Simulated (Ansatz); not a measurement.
Consider the formal exchange of groups at a C–C bond: `C[C@H]1B[Si@@H]1F` + `C=NB[SiH3]` → `C=NB(C)[SiH3]` + `F[SiH]1BC1`.

Calculated with Ansatz (gas phase, PBE0-D4/def2-TZVP geometries, no zero-point term in ΔE). CCSD(T)/CBS is the MP2 limit (def2-TZVPP, def2-QZVPP) plus CCSD(T) − MP2 in def2-TZVPP, frozen cores. Functionals use def2-TZVPP. B3LYP here is the variant with VWN-RPA as its local correlation; programs differ in this. One conformer a species, not always the lowest.

```
        level  ΔE (kJ/mol)
     B3LYP-D4        -42.4
      ωB97M-V        -54.3
       r2SCAN        -50.7
MP2/CBS(def2)        -54.6
```

(1) What does CCSD(T)/CBS give? (Estimate.)

Largest T1 diagnostic among the species: 0.017.

Results:

(1) Computed: -51.1 kJ/mol. The listed levels differ from it by 8.7, -3.2, 0.4, -3.5 kJ/mol.

From PBE to PBE0 (25 % exact exchange), in def2-TZVPP and without D4, ΔE moves by −9.2 kJ/mol. In def2-TZVPP, CCSD(T) changes the Hartree–Fock value by +14.1 kJ/mol (the triples alone add +4.2 kJ/mol) and MP2 by +10.6 kJ/mol.
